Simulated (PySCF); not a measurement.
**Se (selenium, neutral) across methods**

[Ar] 3d10 4s1 4p4 5s1, high-spin 5P determinant (an excited configuration). Calculation: PySCF 2.14, in x2c-QZVPPall with one added diffuse shell each of s, p, d, f type (12s9p6d5f1g, 113 functions); the spin-free X2C one-electron Hamiltonian (Gaussian nucleus).

```json
{"method": "PBE0", "E (hartree)": "-2428.985", "mean ε 4p α (eV)": "-13.054", "mean ε 4p β (eV)": "-9.957", "mean ε 5s α (eV)": "-2.342", "Σ⟨r²⟩ (bohr²)": "59.81", "⟨S²⟩": "6.004"}
{"method": "HSE06", "E (hartree)": "-2428.977", "mean ε 4p α (eV)": "-12.604", "mean ε 4p β (eV)": "-9.598", "mean ε 5s α (eV)": "-2.028", "Σ⟨r²⟩ (bohr²)": "59.69", "⟨S²⟩": "6.003"}
{"method": "UHF", "E (hartree)": "-2427.55196", "mean ε 4p α (eV)": "-16.860", "mean ε 4p β (eV)": "-11.246", "mean ε 5s α (eV)": "-3.276", "Σ⟨r²⟩ (bohr²)": "60.93", "⟨S²⟩": "6.012"}
{"method": "TPSSh", "E (hartree)": "-2429.192", "mean ε 4p α (eV)": "-12.332", "mean ε 4p β (eV)": "-9.455", "mean ε 5s α (eV)": "-2.022", "Σ⟨r²⟩ (bohr²)": "59.97", "⟨S²⟩": "6.004"}
{"method": "LDA", "E (hartree)": "-2425.687", "mean ε 4p α (eV)": "-11.617", "mean ε 4p β (eV)": "-9.182", "mean ε 5s α (eV)": "-2.019", "Σ⟨r²⟩ (bohr²)": "59.22", "⟨S²⟩": "6.002"}
{"method": "PBE", "E (hartree)": "-2428.941", "mean ε 4p α (eV)": "-11.556", "mean ε 4p β (eV)": "-9.070", "mean ε 5s α (eV)": "-1.901", "Σ⟨r²⟩ (bohr²)": "59.61", "⟨S²⟩": "6.003"}
{"method": "r2SCAN", "E (hartree)": "-2429.251", "mean ε 4p α (eV)": "-12.213", "mean ε 4p β (eV)": "-9.244", "mean ε 5s α (eV)": "-1.932", "Σ⟨r²⟩ (bohr²)": "60.12", "⟨S²⟩": "6.007"}
{"method": "BLYP", "E (hartree)": "-2429.355", "mean ε 4p α (eV)": "-11.218", "mean ε 4p β (eV)": "-9.112", "mean ε 5s α (eV)": "-1.694", "Σ⟨r²⟩ (bohr²)": "59.61", "⟨S²⟩": "6.003"}
```

The outer electron is Rydberg-like, and this basis confines it to a smaller radius and binds it less than a complete one would.
